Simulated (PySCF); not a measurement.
Hf(O)2 cation (HfO₂), SMILES [O]=[Hf]=[O] (connectivity only; charge and spin as stated), charge +1, multiplicity 2.

Geometry: B3LYP-D3(BJ)/def2-TZVP. The multiplicity is an assumed one; other spin states were not compared. The isomer is the one that the SMILES or the coordinates give; other isomers of the formula were not compared. The def2 effective core potentials stand for the cores of Hf; spin–orbit coupling is left out.

These are B3LYP/def2-TZVPD in PySCF values and carry that method's errors.

```json
{
 "total_energy": "-198.24132 hartree",
 "point_group": "C2v",
 "α spin, highest occupied and lowest empty level": "-15.51 and -9.75 eV",
 "β spin, highest occupied and lowest empty level": "-14.90 and -11.18 eV",
 "dipole_moment_about_the_centre_of_nuclear_charge": "6.56 D",
 "mean_static_polarisability": "36.2 bohr³ (5.37 Å³)",
 "polarisability_principal_values": "19.6, 33.1, 56.0 bohr³",
 "⟨S²⟩": "0.786 (pure state 0.75)"
}
```
